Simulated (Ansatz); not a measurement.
`[NH2][AlH][SiH]([SiH3])Cl` + `BS` → `B[S][AlH][NH2]` + `[SiH3][SiH2]Cl`  (cleavage of the Al–Si bond)

Calculated with Ansatz (gas phase, PBE0-D4/def2-TZVP geometries, no zero-point term in ΔE). CCSD(T)/CBS adds triple-zeta CCSD(T) − MP2 to the extrapolated MP2 energy (def2 sets, frozen cores). This one scheme is used for every species. DFT in def2-TZVPP. Each species was taken in one conformer, which may not be the lowest.

`[NH2][AlH][SiH]([SiH3])Cl`:

Z-matrix (Å, degrees):
```
Si
Al 1 2.455
Cl 1 2.092 2 107.1
Si 1 2.340 2 113.3 3 -118.1
H 1 1.491 2 114.4 3 117.2
N 2 1.766 1 115.3 3 106.3
H 2 1.583 1 126.0 3 -72.3
H 4 1.489 1 109.5 2 50.0
H 4 1.487 1 112.3 2 171.0
H 4 1.490 1 108.9 2 -68.0
H 6 1.008 2 125.0 1 -177.8
H 6 1.008 2 124.9 1 -0.1
```

`BS`:

Cartesian coordinates in Å:
```
B 0.039 0.137 0.562
S -0.831 -0.116 -0.953
H -0.625 0.475 1.492
H 1.216 -0.023 0.636
H 0.201 -0.473 -1.737
```

`B[S][AlH][NH2]`:

Z-matrix (Å, degrees):
```
B
S 1 1.780
H 1 1.193 2 117.1
H 1 1.194 2 122.6 3 180.0
Al 2 2.213 1 101.4 3 180.0
N 5 1.758 2 121.6 1 -0.0
H 5 1.576 2 118.2 1 180.0
H 6 1.007 5 123.2 2 -180.0
H 6 1.006 5 126.1 2 -0.0
```

`[SiH3][SiH2]Cl`:

Z-matrix (Å, degrees):
```
Si
Si 1 2.338
H 1 1.486 2 109.6
H 1 1.488 2 109.6 3 119.9
H 1 1.486 2 109.6 3 -120.2
Cl 2 2.065 1 108.7 3 60.2
H 2 1.485 1 111.8 3 -58.6
H 2 1.485 1 111.9 3 179.0
```

```
         level  ΔE (kJ/mol)
     r2SCAN-D4        -87.4
       PBE0-D4        -79.6
       ωB97M-V        -92.4
           PBE        -74.0
          PBE0        -81.0
 HF/def2-TZVPP       -102.8
MP2/def2-TZVPP        -98.6
 HF/def2-QZVPP       -103.7
```

**Question.** What does CCSD(T)/CBS give? (An estimate is asked.)

**Answer.** Ansatz gave: -91.3 kJ/mol. The listed levels differ from it by 3.9, 11.7, -1.1, 17.3, 10.3, -11.5, -7.3, -12.4 kJ/mol.

Largest T1 diagnostic among the species: 0.015.

From PBE to PBE0 (25 % exact exchange), in def2-TZVPP and without D4, ΔE moves by −7.0 kJ/mol. In def2-TZVPP, CCSD(T) changes the Hartree–Fock value by +13.9 kJ/mol (the triples alone add +1.5 kJ/mol) and MP2 by +4.2 kJ/mol.
